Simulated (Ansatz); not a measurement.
A short molecular-dynamics run on C₂H₆AlNOS (`[SH][Al]1[CH2]NC[O]1`).

```yaml
crystal:
  periodic: [false, false, false]
  atoms:
    - {symbol: S, position_ang: [0.981818, 3.214448, 0.263862]}
    - {symbol: Al, position_ang: [0.360421, 1.132193, 0.179466]}
    - {symbol: C, position_ang: [0.762616, -0.613155, 0.988084]}
    - {symbol: N, position_ang: [0.105575, -1.467363, -0.027285]}
    - {symbol: C, position_ang: [-1.050669, -0.822689, -0.618151]}
    - {symbol: O, position_ang: [-0.853530, 0.560513, -0.887347]}
    - {symbol: H, position_ang: [0.092624, 3.558136, -0.686178]}
    - {symbol: H, position_ang: [0.295604, -0.772519, 1.966177]}
    - {symbol: H, position_ang: [1.808795, -0.899520, 1.094856]}
    - {symbol: H, position_ang: [0.770647, -1.680929, -0.760432]}
    - {symbol: H, position_ang: [-1.297048, -1.340158, -1.548885]}
    - {symbol: H, position_ang: [-1.899753, -0.924158, 0.069730]}
basis:
  gaussian: {orbitals: def2-SVP}
hamiltonian: {xc: {name: r2SCAN}, dispersion: d4}
md: {timestep: 0.5 fs, n_steps: 50, ensemble: nvt_langevin, temperature: 500, initial_velocities: maxwell_boltzmann, friction: 0.01, seed: 644}
```

```sh
$ ansatz run in.yaml --threads 4 --pin off --events-out ev --progress --plain --max-ram 10444MiB
```

```csv
step,time (fs),potential energy (eV),kinetic (eV),T (K),conserved (eV)
0,0.0,-23128.8103,0.7109,458,–
1,0.5,-23128.7807,0.6655,429,–
2,1.0,-23128.7000,0.6270,404,–
3,1.5,-23128.5967,0.5041,325,–
4,2.0,-23128.4978,0.4444,286,–
5,2.5,-23128.4221,0.3553,229,–
6,3.0,-23128.3841,0.3030,195,–
7,3.5,-23128.3879,0.3043,196,–
8,4.0,-23128.4251,0.3437,222,–
9,4.5,-23128.4735,0.3771,243,–
10,5.0,-23128.5170,0.4351,280,–
11,5.5,-23128.5434,0.4627,298,–
12,6.0,-23128.5445,0.4699,303,–
13,6.5,-23128.5130,0.4411,284,–
14,7.0,-23128.4484,0.4173,269,–
15,7.5,-23128.3697,0.3418,220,–
16,8.0,-23128.3117,0.2741,177,–
17,8.5,-23128.3005,0.2634,170,–
18,9.0,-23128.3424,0.3144,203,–
19,9.5,-23128.4165,0.4076,263,–
20,10.0,-23128.4858,0.4810,310,–
21,10.5,-23128.5256,0.5134,331,–
22,11.0,-23128.5310,0.5073,327,–
23,11.5,-23128.5093,0.4752,306,–
24,12.0,-23128.4736,0.4547,293,–
25,12.5,-23128.4365,0.3758,242,–
26,13.0,-23128.4026,0.3560,230,–
27,13.5,-23128.3742,0.3509,226,–
28,14.0,-23128.3573,0.3599,232,–
29,14.5,-23128.3563,0.3433,221,–
30,15.0,-23128.3748,0.3756,242,–
31,15.5,-23128.4071,0.3754,242,–
32,16.0,-23128.4477,0.4324,279,–
33,16.5,-23128.4838,0.4451,287,–
34,17.0,-23128.5041,0.4422,285,–
35,17.5,-23128.5015,0.4506,290,–
36,18.0,-23128.4768,0.4220,272,–
37,18.5,-23128.4439,0.4001,258,–
38,19.0,-23128.4172,0.3455,223,–
39,19.5,-23128.4106,0.3435,221,–
40,20.0,-23128.4273,0.3513,226,–
41,20.5,-23128.4618,0.3795,245,–
42,21.0,-23128.4968,0.3853,248,–
43,21.5,-23128.5194,0.4259,275,–
44,22.0,-23128.5213,0.4209,271,–
45,22.5,-23128.5041,0.3774,243,–
46,23.0,-23128.4783,0.3764,243,–
47,23.5,-23128.4505,0.3685,238,–
48,24.0,-23128.4246,0.3591,232,–
49,24.5,-23128.4039,0.3353,216,–
50,25.0,-23128.3907,0.3246,209,–
```

Velocities are drawn at the set temperature; a run this short doesn't reach equilibrium.

Frames (Å, forces in eV/Å):

```xyz
12
time=0.0 fs
S     0.982    3.214    0.264    0.132    0.026    0.128
Al    0.360    1.132    0.179    0.303    0.234    0.244
C     0.763   -0.613    0.988   -0.101    0.131   -0.203
N     0.106   -1.467   -0.027   -0.166   -0.083    0.117
C    -1.051   -0.823   -0.618    0.151    0.000    0.019
O    -0.854    0.561   -0.887   -0.211    0.099   -0.271
H     0.093    3.558   -0.686   -0.137    0.081   -0.157
H     0.296   -0.773    1.966   -0.121   -0.052    0.351
H     1.809   -0.900    1.095    0.328   -0.122    0.077
H     0.771   -1.681   -0.760    0.232   -0.071   -0.248
H    -1.297   -1.340   -1.549   -0.106   -0.197   -0.268
H    -1.900   -0.924    0.070   -0.303   -0.045    0.210
12
time=1.5 fs
S     0.982    3.220    0.260    1.007   -0.483    1.099
Al    0.359    1.127    0.185    0.405    0.421    0.168
C     0.754   -0.614    1.000    2.824   -0.578   -1.233
N     0.106   -1.475   -0.032   -0.152    0.108   -0.017
C    -1.044   -0.815   -0.623   -0.336    0.129    1.171
O    -0.854    0.560   -0.891    0.008    0.399   -0.174
H     0.107    3.523   -0.652   -1.081    0.454   -1.153
H     0.310   -0.730    1.971   -0.427   -0.440    0.968
H     1.892   -0.952    1.074   -2.184    0.749    0.102
H     0.758   -1.650   -0.798    0.219   -0.017    0.202
H    -1.298   -1.307   -1.535   -0.287   -0.743   -1.097
H    -1.902   -0.923    0.074    0.005    0.000   -0.037
12
time=3.0 fs
S     0.982    3.224    0.257    1.181   -0.676    1.303
Al    0.358    1.120    0.191    0.478    0.614    0.097
C     0.750   -0.614    1.010    3.526   -0.951   -1.374
N     0.106   -1.484   -0.037   -0.110    0.363   -0.146
C    -1.036   -0.807   -0.628   -1.014   -0.291    1.201
O    -0.855    0.559   -0.894    0.215    0.656   -0.073
H     0.098    3.500   -0.642   -1.311    0.521   -1.368
H     0.317   -0.692    2.001   -0.295   -0.636    0.561
H     1.931   -0.983    1.053   -2.934    1.094    0.271
H     0.744   -1.622   -0.834    0.238   -0.009    0.630
H    -1.303   -1.289   -1.547   -0.194   -0.726   -0.893
H    -1.904   -0.924    0.073    0.220    0.042   -0.210
12
time=4.5 fs
S     0.984    3.228    0.256    0.276   -0.530    0.421
Al    0.357    1.113    0.197    0.491    0.781    0.019
C     0.753   -0.617    1.017    2.764   -0.949   -0.817
N     0.107   -1.492   -0.041   -0.138    0.620   -0.148
C    -1.031   -0.800   -0.628   -1.493   -1.009    0.216
O    -0.858    0.559   -0.897    0.412    0.834    0.080
H     0.056    3.489   -0.660   -0.450    0.245   -0.485
H     0.315   -0.669    2.040    0.041   -0.693   -0.383
H     1.900   -0.989    1.038   -2.439    1.023    0.435
H     0.738   -1.597   -0.853    0.288   -0.052    0.800
H    -1.309   -1.286   -1.578    0.073   -0.320    0.035
H    -1.900   -0.926    0.068    0.174    0.049   -0.174
12
time=6.0 fs
S     0.985    3.231    0.253   -0.742   -0.365   -0.527
Al    0.357    1.107    0.203    0.473    0.882   -0.056
C     0.761   -0.624    1.021    0.600   -0.412   -0.331
N     0.106   -1.501   -0.045   -0.274    0.915    0.114
C    -1.030   -0.794   -0.628   -1.660   -1.632   -0.712
O    -0.860    0.560   -0.902    0.549    0.906    0.266
H     0.003    3.488   -0.689    0.538   -0.035    0.475
H     0.319   -0.658    2.073    0.232   -0.703   -1.108
H     1.821   -0.976    1.038   -0.476    0.431    0.503
H     0.736   -1.580   -0.857    0.422   -0.116    0.681
H    -1.304   -1.292   -1.609    0.228    0.061    0.847
H    -1.898   -0.931    0.063    0.110    0.068   -0.151
12
time=7.5 fs
S     0.986    3.233    0.251   -1.456   -0.278   -1.149
Al    0.358    1.100    0.209    0.394    0.917   -0.155
C     0.768   -0.632    1.027   -2.747    0.650   -0.424
N     0.106   -1.509   -0.051   -0.389    1.200    0.512
C    -1.034   -0.793   -0.628   -1.383   -1.762   -1.245
O    -0.862    0.562   -0.908    0.678    0.853    0.487
H    -0.046    3.490   -0.714    1.235   -0.221    1.115
H     0.335   -0.661    2.083    0.124   -0.693   -1.162
H     1.745   -0.956    1.050    2.849   -0.662    0.515
H     0.749   -1.560   -0.848    0.435   -0.175    0.434
H    -1.296   -1.292   -1.624    0.218    0.162    1.097
H    -1.905   -0.927    0.050    0.042    0.009   -0.024
12
time=9.0 fs
S     0.985    3.236    0.246   -1.662   -0.336   -1.288
Al    0.357    1.094    0.214    0.317    0.960   -0.244
C     0.770   -0.639    1.034   -3.088    0.827   -1.131
N     0.107   -1.516   -0.056   -0.358    1.376    0.845
C    -1.042   -0.797   -0.627   -0.896   -1.414   -1.325
O    -0.864    0.566   -0.916    0.722    0.607    0.703
H    -0.067    3.489   -0.719    1.426   -0.262    1.266
H     0.355   -0.679    2.064   -0.299   -0.673   -0.413
H     1.737   -0.953    1.075    3.403   -0.857    0.404
H     0.771   -1.541   -0.835    0.293   -0.210    0.242
H    -1.283   -1.289   -1.619    0.069    0.042    0.872
H    -1.921   -0.923    0.037    0.073   -0.059    0.068
12
time=10.5 fs
S     0.984    3.240    0.241   -1.359   -0.499   -0.966
Al    0.354    1.091    0.219    0.262    0.976   -0.288
C     0.767   -0.645    1.038    0.250   -0.069   -1.884
N     0.108   -1.521   -0.061   -0.290    1.490    1.170
C    -1.052   -0.803   -0.626   -0.315   -0.852   -0.870
O    -0.865    0.569   -0.922    0.695    0.333    0.845
H    -0.056    3.486   -0.698    1.108   -0.178    0.950
H     0.376   -0.712    2.039   -0.820   -0.669    0.698
H     1.807   -0.971    1.112    0.347    0.080    0.054
H     0.793   -1.519   -0.818    0.143   -0.256    0.017
H    -1.265   -1.290   -1.594   -0.187   -0.250    0.129
H    -1.942   -0.920    0.024    0.168   -0.106    0.145
12
time=12.0 fs
S     0.983    3.241    0.234   -0.527   -0.754   -0.191
Al    0.352    1.089    0.223    0.190    0.949   -0.302
C     0.765   -0.650    1.039    2.305   -0.680   -1.869
N     0.109   -1.526   -0.062   -0.313    1.578    1.502
C    -1.061   -0.810   -0.625    0.181   -0.212   -0.030
O    -0.865    0.572   -0.927    0.658    0.071    0.934
H    -0.024    3.479   -0.661    0.268    0.033    0.179
H     0.383   -0.764    2.026   -0.961   -0.591    1.142
H     1.884   -0.985    1.147   -1.801    0.674   -0.298
H     0.814   -1.507   -0.794    0.098   -0.298   -0.346
H    -1.251   -1.295   -1.562   -0.441   -0.647   -0.887
H    -1.964   -0.919    0.013    0.344   -0.123    0.166
12
time=13.5 fs
S     0.981    3.242    0.227    0.740   -1.105    0.948
Al    0.350    1.086    0.227    0.143    0.917   -0.271
C     0.769   -0.655    1.037    2.281   -0.961   -0.596
N     0.111   -1.528   -0.059   -0.365    1.591    1.697
C    -1.067   -0.815   -0.624    0.564    0.103    0.243
O    -0.865    0.575   -0.930    0.591   -0.229    0.952
H     0.017    3.471   -0.623   -1.006    0.351   -0.956
H     0.371   -0.827    2.038   -0.519   -0.264    0.278
H     1.925   -0.982    1.173   -2.440    0.749   -0.517
H     0.831   -1.509   -0.768    0.125   -0.331   -0.731
H    -1.242   -1.318   -1.544   -0.522   -0.690   -1.270
H    -1.978   -0.920    0.003    0.408   -0.131    0.223
12
time=15.0 fs
S     0.981    3.241    0.222    1.499   -1.321    1.614
Al    0.347    1.085    0.230    0.143    0.864   -0.183
C     0.780   -0.664    1.033    1.215   -1.075    0.764
N     0.113   -1.529   -0.053   -0.239    1.522    1.512
C    -1.071   -0.821   -0.622    0.879   -0.174   -0.602
O    -0.865    0.576   -0.930    0.466   -0.542    0.900
H     0.033    3.476   -0.603   -1.765    0.543   -1.610
H     0.347   -0.900    2.052    0.084    0.250   -0.772
H     1.923   -0.966    1.185   -2.181    0.543   -0.593
H     0.842   -1.521   -0.752    0.038   -0.362   -0.890
H    -1.245   -1.359   -1.552   -0.367   -0.110   -0.506
H    -1.977   -0.922    0.000    0.228   -0.138    0.368
12
time=16.5 fs
S     0.981    3.240    0.218    0.880   -1.158    1.069
Al    0.343    1.085    0.231    0.162    0.787   -0.068
C     0.791   -0.673    1.029   -0.651   -0.907    1.429
N     0.115   -1.528   -0.044    0.418    1.348    0.544
C    -1.072   -0.827   -0.621    0.957   -0.436   -1.208
O    -0.863    0.578   -0.929    0.329   -0.840    0.810
H     0.014    3.491   -0.616   -1.134    0.373   -1.049
H     0.325   -0.975    2.052    0.504    0.755   -1.294
H     1.879   -0.944    1.181   -0.850    0.104   -0.480
H     0.858   -1.542   -0.755   -0.611   -0.343   -0.370
H    -1.256   -1.397   -1.563   -0.172    0.433    0.220
H    -1.974   -0.926    0.003    0.168   -0.117    0.397
12
time=18.0 fs
S     0.983    3.237    0.215   -0.293   -0.782    0.051
Al    0.339    1.085    0.232    0.208    0.696    0.050
C     0.800   -0.681    1.029   -3.139   -0.400    1.203
N     0.118   -1.526   -0.035    0.933    1.105   -0.520
C    -1.070   -0.834   -0.623    0.760   -0.515   -1.174
O    -0.861    0.579   -0.927    0.200   -1.084    0.701
H    -0.023    3.518   -0.650    0.066    0.014   -0.007
H     0.316   -1.037    2.027    0.604    1.064   -1.139
H     1.821   -0.929    1.171    1.507   -0.497   -0.204
H     0.864   -1.570   -0.772   -1.117   -0.249    0.245
H    -1.261   -1.420   -1.573   -0.063    0.717    0.623
H    -1.969   -0.932    0.019    0.335   -0.069    0.171
12
time=19.5 fs
S     0.985    3.233    0.211   -1.098   -0.471   -0.656
Al    0.335    1.087    0.233    0.286    0.608    0.163
C     0.803   -0.689    1.032   -4.354    0.158    0.400
N     0.122   -1.522   -0.027    0.741    0.832   -1.134
C    -1.065   -0.841   -0.629    0.585   -0.326   -0.487
O    -0.859    0.580   -0.924    0.080   -1.267    0.547
H    -0.050    3.544   -0.688    0.896   -0.274    0.724
H     0.327   -1.078    1.984    0.352    1.036   -0.364
H     1.793   -0.931    1.150    3.066   -0.825   -0.030
H     0.842   -1.601   -0.786   -0.932   -0.152    0.419
H    -1.262   -1.429   -1.571   -0.054    0.684    0.521
H    -1.955   -0.942    0.039    0.433   -0.003   -0.102
12
time=21.0 fs
S     0.986    3.230    0.207   -1.327   -0.299   -0.882
Al    0.331    1.089    0.235    0.339    0.502    0.239
C     0.800   -0.698    1.035   -2.220    0.250   -0.538
N     0.126   -1.517   -0.022   -0.034    0.618   -1.242
C    -1.060   -0.848   -0.637    0.607    0.051    0.512
O    -0.858    0.580   -0.920    0.001   -1.375    0.380
H    -0.053    3.567   -0.710    1.154   -0.413    0.972
H     0.343   -1.100    1.943   -0.068    0.689    0.766
H     1.826   -0.947    1.124    1.553   -0.383   -0.127
H     0.798   -1.632   -0.792   -0.191   -0.129    0.126
H    -1.267   -1.431   -1.556   -0.100    0.425    0.018
H    -1.930   -0.951    0.056    0.285    0.063   -0.222
12
time=22.5 fs
S     0.986    3.227    0.202   -0.989   -0.311   -0.603
Al    0.325    1.092    0.236    0.454    0.392    0.353
C     0.795   -0.706    1.038    0.675    0.243   -1.452
N     0.131   -1.512   -0.019   -0.919    0.436   -1.109
C    -1.056   -0.854   -0.645    0.629    0.473    1.493
O    -0.854    0.579   -0.917   -0.127   -1.444    0.194
H    -0.028    3.580   -0.702    0.837   -0.351    0.705
H     0.355   -1.106    1.920   -0.403    0.265    1.706
H     1.891   -0.971    1.099   -0.805    0.236   -0.147
H     0.753   -1.664   -0.797    0.658   -0.188   -0.330
H    -1.275   -1.424   -1.548   -0.142    0.112   -0.451
H    -1.903   -0.963    0.075    0.131    0.136   -0.359
12
time=24.0 fs
S     0.983    3.222    0.199   -0.028   -0.548    0.239
Al    0.320    1.096    0.236    0.538    0.262    0.441
C     0.792   -0.712    1.038    2.000    0.095   -1.462
N     0.136   -1.505   -0.017   -1.336    0.158   -1.279
C    -1.050   -0.861   -0.649    0.588    0.822    2.057
O    -0.851    0.575   -0.914   -0.220   -1.391    0.080
H     0.017    3.582   -0.670   -0.099   -0.034   -0.130
H     0.363   -1.118    1.926   -0.288    0.247    1.622
H     1.943   -0.988    1.075   -2.066    0.567   -0.067
H     0.721   -1.694   -0.808    1.060   -0.202   -0.380
H    -1.284   -1.409   -1.550   -0.149   -0.146   -0.660
H    -1.880   -0.971    0.091    0.000    0.169   -0.459
12
time=25.0 fs
S     0.980    3.219    0.196    0.772   -0.781    0.955
Al    0.317    1.098    0.236    0.573    0.169    0.481
C     0.792   -0.716    1.036    2.039   -0.070   -0.900
N     0.139   -1.500   -0.016   -1.178   -0.177   -1.823
C    -1.046   -0.864   -0.648    0.466    0.891    2.014
O    -0.848    0.570   -0.913   -0.253   -1.300    0.025
H     0.050    3.583   -0.653   -0.879    0.263   -0.841
H     0.368   -1.127    1.947    0.001    0.470    0.980
H     1.956   -0.989    1.062   -2.291    0.614   -0.022
H     0.710   -1.717   -0.823    0.901   -0.077    0.095
H    -1.293   -1.400   -1.558   -0.075   -0.155   -0.485
H    -1.868   -0.970    0.099   -0.077    0.154   -0.479
```

It took 4.3 min on 4 threads of a server CPU on a shared host, with 0.62 GiB of host memory at the peak.
